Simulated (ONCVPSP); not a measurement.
## Rh, ONCV: configuration errors across variants

| Item | Value |
| --- | --- |
| Element | rhodium (Rh) |
| Generator | ONCVPSP 4.0.1 |
| Type | optimised norm-conserving Vanderbilt (ONCV) |
| Functional | LDA (Perdew-Zunger) |
| Relativity | scalar-relativistic |
| Frozen core | [Ar] 3d10 |
| Valence charge | 17 |
| Reference configuration | 4s2 4p6 4d8 5s0.5 (charge +0.5) |
| Partial waves | 4s+5s: rc 1.90 bohr, ncon 4, nbas 7, qcut 8 1/bohr, 2 projectors; 4p: rc 1.05 bohr, ncon 4, nbas 8, qcut 6.7 1/bohr, 2 projectors, debl 2.7 Ha; 4d: rc 1.95 bohr, ncon 4, nbas 8, qcut 6.6 1/bohr, 3 projectors, debl 2.8 Ha |
| Local potential | polynomial inside 0.85 bohr (lpopt 4, dvloc0 0 Ha) |
| Core correction | none |

All-electron excitation energies from the reference (eV): (1) 4s2 4p6 4d8 5s1 -3.078; (2) 4s2 4p6 4d8 5s0 4.713; (3) 4s2 4p6 4d7 5s0 24.480; (4) 4s2 4p6 4d7 5s2 -0.697.

2 further variants failed, have other tests or another functional or relativity, and are left out.

Errors AE − PS in meV (a dash: test not solved or not reliable):

```tsv
change	(1)	(2)	(3)	(4)	bound ghosts	GHOST(+) flags above zero
base	+0.7	-0.7	+1.8	+12	none	s
local potential polynomial inside 1.00 bohr (lpopt 5, dvloc0 2 Ha)	+0.7	-0.7	+1.8	+12	none	s
d: rc 2.14	+0.9	-0.5	+5.9	+21	none	s
local potential polynomial inside 0.85 bohr (lpopt 4, dvloc0 9 Ha)	+0.7	-0.7	+1.8	+12	none	none
p: debl 2.1	+0.7	-0.7	+1.8	+12	none	s
s: qcut 10.6	+0.8	-0.6	+1.8	+13	none	s
d: qcut 6.4	+0.8	-0.7	+2.3	+13	none	s
d: nbas 9	+0.8	-0.7	+2.2	+13	none	s
s: qcut 9; p: qcut 7.6; d: qcut 7.4	+0.8	-0.7	+0.3	+8.1	none	s
```

Give the same row for: core correction Teter function, fcfact 5.25, rcfact 1.4.

+0.6, -0.9, +1.7, +9.0; bound ghosts: none; GHOST(+) flags above zero: s.
